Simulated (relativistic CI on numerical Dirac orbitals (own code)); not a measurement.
d1 to d9 in one octahedral field

Computed with a parametric ligand-field model without spin-orbit coupling, by exact diagonalisation: B = 850, C = 3440, 10Dq = 27200 cm⁻¹ (Oh; |10Dq|/B = 32.0) for every shell. Energies in cm⁻¹; the field energy is (0.6 n_e − 0.4 n_t2) × 10Dq of the ground term; g labels are left out.

```tsv
Shell	Ground term	Electrons in e	Field energy	First spin-allowed bands	Lowest term of other spin
d1	2T2	0.000	-10880	2E 27200	
d2	3T1	0.020	-21212	3T2 25381, 3T1 36312	1T2 12386
d3	4A2	0.000	-32640	4T2 27200, 4T1 36150	2E 16736
d4	3T1	0.030	-42709	3E 24141, 3T1 25004	5E 6077
d5	2T2	0.053	-52947	2A2 23080, 2T1 23385	6A1 9591
d6	1A1	0.039	-64218	1T1 24961, 1T2 36123	3T1 17541
d7	?	?	?	?	?
d8	3A2	2.000	-32640	3T2 27200, 3T1 36150	1E 13524
d9	2E	3.000	-16320	2T2 27200
```

Problem. Fill in the row of d7.

Solution. Ground term: 2E; Electrons in e: 1.029; Field energy: -48183; First spin-allowed bands: 2T1 24759, 2T2 25509; Lowest term of other spin: 4T1 10429. Low spin: d4, d5, d6, d7; the other shells keep the spin of the free ion. Only d4 to d7 can choose; the field needed to pair spins is smallest for d6 and largest for d5, which loses most exchange energy. In the strong-field picture 10Dq must exceed about 6B + 5C = 22300 (d4), 7.5B + 5C = 23575 (d5), 2.5B + 4C = 15885 (d6) and 4B + 4C = 17160 (d7); mixing of terms shifts these bounds somewhat.
